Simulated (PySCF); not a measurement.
Job for PySCF: R-M06-2X/def2-TZVPP on C8H8 (SMILES C=Cc1ccccc1), a point of a torsion scan.

```python
from pyscf import gto, dft

mol = gto.M(
    atom='''
    C    -2.66766980   -0.77068484   -0.46342897
    C    -1.89147484    0.27611310   -0.24771357
    C    -0.43601948    0.18365667   -0.02720211
    C     0.42749432   -0.07214932   -1.08614051
    C     1.79405055   -0.13201206   -0.87793677
    C     2.31350947    0.06858872    0.38945200
    C     1.46060903    0.33386234    1.44780491
    C     0.09498747    0.40037177    1.23992547
    H    -3.73172580   -0.67659181   -0.60111139
    H    -2.26188729   -1.76744514   -0.52447286
    H    -2.31520338    1.27031506   -0.16630947
    H     0.01969454   -0.22947361   -2.07449323
    H     2.45562895   -0.33308234   -1.70818181
    H     3.38027841    0.02120145    0.55208401
    H     1.86147890    0.49374485    2.43834447
    H    -0.57072623    0.60996423    2.06526627
    ''',
    basis='def2-tzvpp',
    charge=0, spin=0, verbose=4, max_memory=1800)
mf = dft.RKS(mol, xc='m062x').density_fit(auxbasis='def2-universal-jkfit')
mf.grids.level = 4
mf.conv_tol = 1e-9
mf.max_cycle = 150
mf.kernel()
mf.dip_moment()
```

Output:

```
PySCF version 2.14.0

[INPUT] verbose = 4
[INPUT] num. atoms = 16
[INPUT] num. electrons = 56
[INPUT] charge = 0
[INPUT] spin (= nelec alpha-beta = 2S) = 0
[INPUT] symmetry False subgroup None
[INPUT] Mole.unit = angstrom
[INPUT] Symbol           X                Y                Z      unit          X                Y                Z       unit  Magmom
[INPUT]  1 C     -2.667669800000  -0.770684840000  -0.463428970000 AA   -5.041165312773  -1.456383275954  -0.875753831489 Bohr   0.0
[INPUT]  2 C     -1.891474840000   0.276113100000  -0.247713570000 AA   -3.574369419106   0.521778138405  -0.468110804638 Bohr   0.0
[INPUT]  3 C     -0.436019480000   0.183656670000  -0.027202110000 AA   -0.823957402175   0.347060807250  -0.051404537910 Bohr   0.0
[INPUT]  4 C      0.427494320000  -0.072149320000  -1.086140510000 AA    0.807847184607  -0.136342454874  -2.052508096695 Bohr   0.0
[INPUT]  5 C      1.794050550000  -0.132012060000  -0.877936770000 AA    3.390264193125  -0.249466638540  -1.659060049985 Bohr   0.0
[INPUT]  6 C      2.313509470000   0.068588720000   0.389452000000 AA    4.371899284888   0.129613896034   0.735957618664 Bohr   0.0
[INPUT]  7 C      1.460609030000   0.333862340000   1.447804910000 AA    2.760151041767   0.630908385906   2.735954761701 Bohr   0.0
[INPUT]  8 C      0.094987470000   0.400371770000   1.239925470000 AA    0.179500303565   0.756592993307   2.343119553173 Bohr   0.0
[INPUT]  9 H     -3.731725800000  -0.676591810000  -0.601111390000 AA   -7.051939733973  -1.278573219024  -1.135935897457 Bohr   0.0
[INPUT] 10 H     -2.261887290000  -1.767445140000  -0.524472860000 AA   -4.274347502735  -3.339987254794  -0.991110065167 Bohr   0.0
[INPUT] 11 H     -2.315203380000   1.270315060000  -0.166309470000 AA   -4.375100310867   2.400547555310  -0.314279350222 Bohr   0.0
[INPUT] 12 H      0.019694540000  -0.229473610000  -2.074493230000 AA    0.037217286749  -0.433642275715  -3.920224051964 Bohr   0.0
[INPUT] 13 H      2.455628950000  -0.333082340000  -1.708181810000 AA    4.640466179053  -0.629434399529  -3.227995791864 Bohr   0.0
[INPUT] 14 H      3.380278410000   0.021201450000   0.552084010000 AA    6.387800419680   0.040064933944   1.043287576652 Bohr   0.0
[INPUT] 15 H      1.861478900000   0.493744850000   2.438344470000 AA    3.517685307657   0.933042541914   4.607803245648 Bohr   0.0
[INPUT] 16 H     -0.570726230000   0.609964230000   2.065266270000 AA   -1.078516266806   1.152665340481   3.902787624602 Bohr   0.0

nuclear repulsion = 322.145096671623
number of shells = 136
number of NR pGTOs = 496
number of NR cGTOs = 360
basis = def2-tzvpp
ecp = {}


******** <class 'pyscf.df.df_jk.DFRKS'> ********
method = DFRKS
initial guess = minao
damping factor = 0
level_shift factor = 0
DIIS = <class 'pyscf.scf.diis.CDIIS'>
diis_start_cycle = 1
diis_space = 8
diis_damp = 0
SCF conv_tol = 1e-09
SCF conv_tol_grad = None
SCF max_cycles = 150
direct_scf = False
XC library pyscf.dft.libxc version 7.1.2
    S. Lehtola, C. Steigemann, M. J. T. Oliveira, and M. A. L. Marques,  SoftwareX 7, 1–5 (2018)
XC functionals = m062x
    Y. Zhao and D. G. Truhlar,  Theor. Chem. Acc. 120, 215 (2008)
    Y. Zhao and D. G. Truhlar,  Theor. Chem. Acc. 120, 215 (2008)
radial grids:
    Treutler-Ahlrichs [JCP 102, 346 (1995); DOI:10.1063/1.469408] (M4) radial grids

becke partition: Becke, JCP 88, 2547 (1988); DOI:10.1063/1.454033
pruning grids: <function nwchem_prune>
grids dens level: 4
symmetrized grids: False
atomic radii adjust function: <function treutler_atomic_radii_adjust>
small_rho_cutoff = 0
Set gradient conv threshold to 3.16228e-05
Initial guess from minao.
tot grids = 354528
******** <class 'pyscf.df.df.DF'> ********
auxbasis = def2-universal-jkfit
init E= -311.350659974945
  HOMO = -0.282627579519068  LUMO = -0.0657906029188778  gap/eV = 5.90043
cycle= 1 E= -309.580581557952  delta_E= 1.77  |g|= 0.352  |ddm|= 3.27
  HOMO = -0.268026601673525  LUMO = 0.0383620239253945  gap/eV = 8.33726
cycle= 2 E= -309.60174367446  delta_E= -0.0212  |g|= 0.224  |ddm|= 0.611
  HOMO = -0.305336855142914  LUMO = 0.00883886283021512  gap/eV = 8.54916
cycle= 3 E= -309.613880780606  delta_E= -0.0121  |g|= 0.057  |ddm|= 0.224
  HOMO = -0.301586385815335  LUMO = 0.0119093478766192  gap/eV = 8.53065
cycle= 4 E= -309.61446407801  delta_E= -0.000583  |g|= 0.0296  |ddm|= 0.0593
  HOMO = -0.299734696731997  LUMO = 0.0137793084792551  gap/eV = 8.53115
cycle= 5 E= -309.614687394238  delta_E= -0.000223  |g|= 0.00438  |ddm|= 0.0238
  HOMO = -0.299940421087705  LUMO = 0.013693215909108  gap/eV = 8.53441
cycle= 6 E= -309.61469177251  delta_E= -4.38e-06  |g|= 0.00173  |ddm|= 0.00445
  HOMO = -0.299839224572417  LUMO = 0.0137608816922295  gap/eV = 8.53349
cycle= 7 E= -309.614692491496  delta_E= -7.19e-07  |g|= 0.000283  |ddm|= 0.00166
  HOMO = -0.299843582845186  LUMO = 0.0137595578314556  gap/eV = 8.53358
cycle= 8 E= -309.614692509185  delta_E= -1.77e-08  |g|= 0.000107  |ddm|= 0.000399
  HOMO = -0.299850145572374  LUMO = 0.0137573819213145  gap/eV = 8.53370
cycle= 9 E= -309.614692512215  delta_E= -3.03e-09  |g|= 3.35e-05  |ddm|= 0.000146
  HOMO = -0.299848847002788  LUMO = 0.0137588158609188  gap/eV = 8.53370
cycle= 10 E= -309.614692512553  delta_E= -3.38e-10  |g|= 7.38e-06  |ddm|= 5.54e-05
  HOMO = -0.299848926469365  LUMO = 0.0137589942898595  gap/eV = 8.53371
Extra cycle  E= -309.614692512557  delta_E= -4.21e-12  |g|= 7.85e-06  |ddm|= 1.76e-05
converged SCF energy = -309.614692512557
Dipole moment(X, Y, Z, Debye): -0.00128,  0.03996,  0.03995
```

The run converged.

Cost: about 3 core-minutes (a rough figure).
